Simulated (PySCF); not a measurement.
F4Sn, SMILES [F][Sn]([F])([F])[F] (connectivity only; charge and spin as stated), charge +1, multiplicity 2.

Coordinates come from a PBE0-D3(BJ)/def2-SVP optimisation. The multiplicity is an assumed one; other spin states were not compared. The isomer is the one that the SMILES or the coordinates give; other isomers of the formula were not compared. The def2 effective core potentials stand for the cores of Sn; spin–orbit coupling is left out.

The numbers are results of C-PCM-M06-2X/def2-SVP (PySCF 2.14.0), not measurements.

The values are the electrostatic part of the solvation free energy, E(continuum) − E(gas) at the gas-phase geometry, in a cavity of scaled van der Waals radii (PySCF's table); cavitation and dispersion terms are not included. A continuum can't describe solvent molecules that bind to the metal.

Computed values in water (ε = 78.36), toluene (ε = 2.37), methanol (ε = 32.61):
```
solvent       ε  ΔG(elec) (kcal/mol)
--------  -----  -------------------
water     78.36                -67.2
toluene    2.37                -39.2
methanol  32.61                -66.0
```
